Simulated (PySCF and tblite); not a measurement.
Values are calculated unless marked as measured or tabulated.
Molecule: hexamethyleneimine, C₆H₁₃N, numbered as in [CH2:1]1[CH2:2][CH2:3][CH2:4][NH:5][CH2:6][CH2:7]1; H named by carrier, a and b as here (out-of-plane angle 0°, Å):

```
C1       0.531   -1.534   -0.100
C2       1.444   -0.326    0.120
C3       1.086    0.874   -0.761
C4       0.019    1.794   -0.141
N5      -1.005    1.077    0.553
C6      -1.589   -0.117    0.030
C7      -0.860   -1.384    0.511
H1a      1.006   -2.417    0.336
H1b      0.434   -1.713   -1.174
H2a      2.468   -0.631   -0.110
H2b      1.413   -0.031    1.170
H3a      0.737    0.510   -1.729
H3b      1.979    1.475   -0.946
H4a     -0.400    2.423   -0.951
H4b      0.497    2.467    0.577
H5      -1.322    1.418    1.437
H6a     -2.638   -0.175    0.344
H6b     -1.569   -0.077   -1.064
H7a     -1.457   -2.264    0.262
H7b     -0.774   -1.333    1.599
```

The mean out-of-plane torsion at N5 (0° is planar) is held and the rest relaxed at GFN2-xTB. Energies: PBE0/pcSseg-1 + D3(BJ). Couplings: B3LYP/6-31G* with H pcJ-1 N pcJ-1, gas phase, for ¹H, ¹⁵N. (tblite 0.8, PySCF 2.14.)

One held structure gave ¹J(N5,H5) = -83.7, ³J(H4a,H5) = 9.9, ³J(H5,H6b) = 13.6, ³J(H5,H6a) = 0.4, ³J(H4b,H5) = 8.2, ²J(N5,H6a) = -3.0, ³J(N5,H7a) = -3.6, ³J(N5,H3b) = -3.0 Hz.

(1) At which out-of-plane angle was it held?
A. 0°
B. -38°
C. -23°
D. 23°
E. 38°

Answers

(1) D. It lies 0.48 kcal/mol above the lowest point.
